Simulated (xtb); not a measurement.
Al(OSiH3)2 (AlH6O2Si2), SMILES [SiH3][O][Al+][O][SiH3], charge +1. All values are semi-empirical tight-binding results from xtb (GFN2-xTB unless named), good for trends rather than for accurate numbers. Geometry: GFN2-xTB. The spin state was assumed, not searched. The isomer is the one that the SMILES or the coordinates give; other isomers of the formula were not compared. Other conformers were not sampled.

Optimised geometry:

Bonded distances (Å): Al1–O2 1.611, Al1–O7 1.611, O2–Si3 1.751, Si3–H4 1.461, Si3–H5 1.461, Si3–H6 1.461, O7–Si8 1.751, Si8–H9 1.461, Si8–H10 1.461, Si8–H11 1.461. Angles (°): O2–Al1–O7 180.0, Al1–O2–Si3 180.0, O2–Si3–H4 101.0, O2–Si3–H5 101.0, O2–Si3–H6 101.0, H4–Si3–H5 116.4, H4–Si3–H6 116.4, H5–Si3–H6 116.4, Al1–O7–Si8 180.0, O7–Si8–H9 101.0, O7–Si8–H10 101.0, O7–Si8–H11 101.0, H9–Si8–H10 116.4, H9–Si8–H11 116.4, H10–Si8–H11 116.4.
Charge +1, spin multiplicity 1.

For metal compounds this method's bond lengths and energies can be far off.

| Item | Value |
|---|---|
| point group as xtb finds it | D3 |
| orbital gap | 1.32 eV |
| zero-point energy | 34.3 kcal/mol |
| G − E(el) at 298.15 K (modified RRHO) | 13.3 kcal/mol |

Question: Give the atomic charges and the Wiberg bond orders between heavy atoms. (Estimate from the structure and the level; the computed values follow.)

Answer: charges (e) Al1 0.61, O2 -0.38, Si3 0.57, H4 0.00, H5 0.00, H6 0.00, O7 -0.38, Si8 0.57, H9 0.00, H10 0.00, H11 0.00. Bond orders Al1–O2 1.68, O2–Si3 0.61, Al1–O7 1.68, O7–Si8 0.61.
